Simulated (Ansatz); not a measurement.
Basis-set extrapolation for CH6S2Si2 (`[SiH3][SiH]1SCS1`) (PBE0-D4/def2-TZVP geometry, frozen core, Ansatz). Multiplicity 1, RHF reference.

```csv
,def2-TZVPP,def2-QZVPP
HF,-1414.380109,-1414.421839
MP2 correlation,-0.757859,-0.819079
CCSD(T) correlation,-0.865585,not run
```

Energies in hartree. Use E(X) = E(∞) + A·exp(−7.88·√X) for Hartree–Fock and E(X) = E(∞) + B·X^(−2.97) for correlation, with X = 3 and 4, and add CCSD(T) minus MP2 of the smaller set to the MP2 limit.

Q: What is the CCSD(T) energy at the basis-set limit?

A: HF limit: -1414.421839 + (-0.041730) × 0.13774 = -1414.42759. MP2 limit: -0.819079 + (-0.061220) × 0.74074 = -0.86443. Higher-order term: -0.865585 − (-0.757859) = -0.10773. Total: -1415.39975 hartree, 96.7 kcal/mol below CCSD(T)/def2-TZVPP.
